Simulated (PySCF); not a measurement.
SMILES N#C/C=C\c1ccco1 (C7H5NO), GFN2-xTB optimised geometry.

```
14

N      1.14    -3.32     0.00
C      0.12    -2.79     0.00
C     -1.14    -2.19     0.00
C     -1.37    -0.86     0.00
C     -0.38     0.18     0.00
C      1.00     0.18     0.00
C      1.39     1.53     0.00
C      0.24     2.26     0.00
O     -0.83     1.46     0.00
H     -1.97    -2.88     0.00
H     -2.39    -0.50     0.00
H      1.63    -0.68     0.00
H      2.39     1.91     0.00
H      0.06     3.32     0.00
```

Density from PBE/def2-TZVP run with PySCF at that geometry.

Minimum of the electron density along straight lines between bonded atoms, close to the bond critical point (lines longer than 1.1 times the sum of covalent radii, or with two minima, are not listed):

| bond | length / Å | ρ at the minimum / e bohr⁻³ | ∇²ρ there / e bohr⁻⁵ | position (fraction from the first atom) |
|---|---|---|---|---|
| N1–C2 | 1.149 | 0.497 | (withheld) | 0.65 |
| C2–C3 | 1.401 | 0.297 | -0.84 | 0.54 |
| C3–C4 | 1.346 | 0.337 | -0.99 | 0.50 |
| C4–C5 | 1.429 | 0.294 | -0.82 | 0.49 |
| C5–C6 | 1.380 | 0.322 | -0.91 | 0.52 |
| C6–C7 | 1.407 | 0.301 | -0.81 | 0.50 |
| C7–C8 | 1.366 | 0.331 | -0.95 | 0.48 |
| C5–O9 | 1.359 | 0.289 | (withheld) | 0.34 |
| C8–O9 | 1.335 | 0.302 | (withheld) | 0.34 |
| C3–H10 | 1.082 | 0.283 | -0.98 | 0.65 |
| C4–H11 | 1.082 | 0.286 | -1.01 | 0.65 |
| C6–H12 | 1.070 | 0.292 | -1.06 | 0.65 |
| C7–H13 | 1.070 | 0.290 | -1.04 | 0.65 |
| C8–H14 | 1.072 | 0.294 | -1.07 | 0.65 |

Task: Fill in the missing entries.

Result: 
- N1–C2, ∇²ρ there / e bohr⁻⁵: -0.26
- C5–O9, ∇²ρ there / e bohr⁻⁵: -0.40
- C8–O9, ∇²ρ there / e bohr⁻⁵: -0.28
